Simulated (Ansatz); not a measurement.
Basis-set extrapolation for `O[SiH2]C[Si](O)(F)F` (PBE0-D4/def2-TZVP geometry, frozen core, Ansatz 0.2.0). Multiplicity 1, RHF reference.

```csv
,def2-TZVPP,def2-QZVPP
HF,-968.315134,-968.352887
MP2 correlation,-1.387028,-1.506064
CCSD(T) correlation,-1.467231,not run
```

Energies in hartree. Use E(X) = E(∞) + A·exp(−7.88·√X) for Hartree–Fock and E(X) = E(∞) + B·X^(−2.97) for correlation, with X = 3 and 4, and add CCSD(T) minus MP2 of the smaller set to the MP2 limit.

**Question.** What is the CCSD(T) energy at the basis-set limit?

**Answer.** HF limit: -968.352887 + (-0.037753) × 0.13774 = -968.35809. MP2 limit: -1.506064 + (-0.119036) × 0.74074 = -1.59424. Higher-order term: -1.467231 − (-1.387028) = -0.08020. Total: -970.03253 hartree, 157.0 kcal/mol below CCSD(T)/def2-TZVPP.
